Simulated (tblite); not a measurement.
Cl2Sr (SMILES [Cl][Sr][Cl]), singlet, at a GFN2-xTB geometry (such geometries of metal compounds can be far from the true shape); tblite with GFN1-xTB.

Input for tblite:
```
$ tblite run mol.xyz --method gfn1 --charge 0 --spin 0 --json tblite.json --no-restart

# file mol.xyz
3

Sr     0.29122395    -0.61094818     0.12088586
Cl     1.08031446     1.07365832    -1.54654975
Cl    -1.73128564     0.29199055     1.27633429
```

The log (banner, timings and long lists left out):

```
xTB calculator
 | screened Coulomb repulsion
 | Coulomb electrostatics
 |  * isotropic Klopman-Ohno-Mataga-Nishimoto electrostatics
 |  * onsite third-order electrostatics
 | DFT-D3(BJ) dispersion correction

halogen bonding energy    0.0000000000000E+00 Eh
repulsion energy          1.4657988827126E-02 Eh
dispersion energy        -8.5744793288801E-04 Eh
number of electrons       1.6000000000000E+01 e
integral cutoff           4.0000000000000E+01 bohr

------------------------------------------------------------
  cycle        total energy    energy error   density error
------------------------------------------------------------
      1     -9.082369452334  -9.0961700E+00   7.4885629E-01
      2     -9.176522413036  -9.4152961E-02   3.9954494E-01
      3     -9.124261826846   5.2260586E-02   2.7279078E-01
      4     -70.81584885976  -6.1691587E+01   4.4483928E+00
      5     -9.173775289670   6.1642074E+01   1.6842908E-01
      6     -9.194131369221  -2.0356080E-02   9.5950766E-02
      7     -9.197220992205  -3.0896230E-03   7.1747002E-02
      8     -9.199522445808  -2.3014536E-03   5.0135850E-02
      9     -9.201617690249  -2.0952444E-03   1.5046383E-02
     10     -9.201752876481  -1.3518623E-04   9.4209309E-03
     11     -9.201797980125  -4.5103644E-05   7.0544443E-03
     12     -9.201838193449  -4.0213324E-05   3.8820143E-03
     13     -9.201852932279  -1.4738830E-05   1.5336259E-03
     14     -9.201855575302  -2.6430228E-06   2.6321197E-04
     15     -9.201855655425  -8.0123019E-08   1.7541318E-06
------------------------------------------------------------

electronic energy        -9.2156561963189E+00 Eh
total energy             -9.2018556554247E+00 Eh

Post processing:
 | Mayer-Wiberg bond orders

[Info] JSON dump of results written to 'tblite.json'
```
